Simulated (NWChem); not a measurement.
# CH5ClOSi; SMILES CO[SiH2]Cl

```xyz
9

Si     0.8786    -0.0783     0.0443
Cl    -0.4937    -1.6281    -0.0421
O      0.1884     1.3292    -0.4625
C     -0.9115     1.9657     0.1348
H      1.9918    -0.3649    -0.8887
H      1.3230     0.0161     1.4634
H     -0.7096     2.2332     1.1879
H     -1.1229     2.8916    -0.4198
H     -1.8127     1.3291     0.1051
```
Atoms are numbered in this order, from 1.

Results from NWChem. Pople sets run with spherical d functions. Coordinates come from a PBE0/def2-SVP optimisation. GIAO values for the isolated, static molecule; σ is the absolute isotropic shielding, δ = σ(reference) − σ with the isolated reference molecule computed at the same levels (13C: tetramethylsilane, 1H: tetramethylsilane, 17O: water, 29Si: tetramethylsilane).

What does the run give for Hartree-Fock/6-31G*? Quantities: δ Si1 (ppm); σ Cl2 (ppm); δ O3 (ppm); δ C4 (ppm); δ H5 (ppm); δ H6 (ppm); δ H7 (rotor mean) (ppm).


* **δ Si1 (ppm)**: -8.4
* **σ Cl2 (ppm)**: 996.7
* **δ O3 (ppm)**: -5.0
* **δ C4 (ppm)**: 46.4
* **δ H5 (ppm)**: 5.03
* **δ H6 (ppm)**: 5.09
* **δ H7 (rotor mean) (ppm)**: 3.55
